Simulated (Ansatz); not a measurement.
Energy needed to pull apart ZnF (SMILES [F][Zn]), doublet, into free ground-state atoms, from the structure below (displaced at random from a GFN2-xTB minimum); no zero-point or spin–orbit terms; open-shell atoms are treated unrestricted, in their ground-state multiplicity.

```
atom    x (Å)    y (Å)    z (Å)
  F1  -0.7622   0.2110  -0.3813
 Zn2   0.7360  -0.1851   0.3187
```

Ansatz 0.2.0; basis: def2-TZVPP; cores frozen in the correlated methods; orbitals are unrestricted. The 3s and 3p shells of Cu and Zn are frozen; filled d shells are correlated.

```
   method  atomization energy (kcal/mol)
   PBE-D4                           70.9
r2SCAN-D4                           73.1
  PBE0-D4                           67.7
  LC-wPBE                           77.3
  wB97X-V                           70.0
  wB97M-V                           67.2
       HF                           46.4
      MP2                              ?
     CCSD                              ?
  CCSD(T)                           65.9
```

Question: What does CCSD give? (To be estimated.)

Answer: Computed: 64.3 kcal/mol, which is about 1.6 kcal/mol less than CCSD(T)/def2-TZVPP.

Question: What does MP2 give? (To be estimated.)

Answer: The calculation gives: 76.2 kcal/mol, which is about 10.3 kcal/mol more than CCSD(T)/def2-TZVPP.

In triple zeta the MP2 and coupled-cluster atomization energies are still short of their basis limit by a few kcal/mol a bond, whereas those of the functionals are nearly converged, so these differences are not deviations from converged CCSD(T).

No T1 diagnostic of these runs exceeds 0.019. ⟨S²⟩ of the unrestricted Hartree–Fock references: 0.75 (a pure state has 0.75).

For scale, one of the runs: CCSD(T)/def2-TZVPP forces, 95 basis functions (an equivalent command: `ansatz run in.yaml --threads 4`). The run took 26 s on 4 CPU threads (shared host), with 0.89 GiB of host memory at its peak.
